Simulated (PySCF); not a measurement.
Static response to an electric field

Compound: Ge(OtBu)H3, C4H12GeO.
Geometry (PBE0-D3(BJ)/def2-SVP, Å), atoms numbered from 1 in this order:
```
atom  x, y, z in Å
Ge1    1.283   -0.162   -2.046
O2     1.141    0.078   -0.287
C3    -0.069    0.061    0.462
C4    -0.942   -1.127    0.063
C5     0.366   -0.070    1.917
C6    -0.819    1.374    0.247
H7    -1.844   -1.183    0.690
H8    -1.276   -1.045   -0.985
H9    -0.384   -2.070    0.174
H10    0.925   -1.006    2.060
H11   -0.501   -0.068    2.596
H12    1.027    0.766    2.185
H13   -1.126    1.486   -0.804
H14   -0.169    2.223    0.506
H15   -1.724    1.423    0.870
H16    2.721    0.274   -2.351
H17    0.264    0.710   -2.812
H18    1.070   -1.646   -2.408
```

Level: CAM-B3LYP/def2-SVPD (PySCF), static field, nuclei fixed, core orbitals frozen in the response. The polarisability tensor in these axes (au):

```
x   82.15 -0.45 -5.78
y   -0.45 80.52  0.93
z   -5.78  0.93 90.26
```

Give the principal values, the mean and the anisotropy Δα = √{½[(α1 − α2)² + (α2 − α3)² + (α1 − α3)²]}.

Principal values 79.14, 80.43 and 93.35 au; mean 84.31 au = 12.49 Å³ = 13.90 × 10⁻⁴⁰ C²·m²/J; Δα = 13.61 au (16 % of the mean).

What is the dipole moment, and where does it point?

(-1.11, -0.21, -0.40) D, 1.19 D in size, pointing from the negative to the positive side. Measured along this direction, the outermost atoms are H12 and H16 at the negative end and H8 and H7 at the positive end.

What depolarisation ratio follows for Rayleigh scattering of linearly polarised light, taking the static tensor?

ρ = 3Δα²/(45ᾱ² + 4Δα²) = 555.5/(319864 + 740.7) = 0.00173.

What would n − 1 = 2πNα be for an ideal gas of these molecules at 400 K and 1 atm, electronic part alone?

N = p/kT = 1.8347 × 10¹⁹ cm⁻³, so n − 1 = 2π × N × 12.49 × 10⁻²⁴ cm³ = 1440 × 10⁻⁶ at long wavelengths, for an ideal gas.

Find the Langevin capture rate constant for NH4+ (18.034 u) meeting this molecule (150.010 u), k = 2.342 × 10⁻⁹ cm³/s × √(α in Å³ / reduced mass in u).

The reduced mass is 16.10 u, so k = 2.06 × 10⁻⁹ cm³/s. The formula leaves out the permanent dipole, which adds to the capture rate.

In a dilute gas of rigid molecules at 500 K, how does the orientational term μ²/3kT compare with the electronic polarisability?

In Gaussian units μ²/3kT = 6.88 Å³ against 12.49 Å³, a ratio of 0.55; the Debye molar polarisation (4π/3)N_A(α + μ²/3kT) is 48.9 cm³/mol, leaving out the vibrational part.

Along which axes do the principal values lie, and how far do the nuclei extend along each?

Largest value along (-0.46, 0.08, 0.88), where the nuclei span 5.83 Å; middle along (0.06, 1.00, -0.06), 4.27 Å; least along (0.89, -0.02, 0.46), 3.47 Å. The response follows the extents in order.

Isolated species at its PBE0-D3(BJ)/def2-SVP geometry, gas phase. The calculation is non-relativistic, for germanium too.
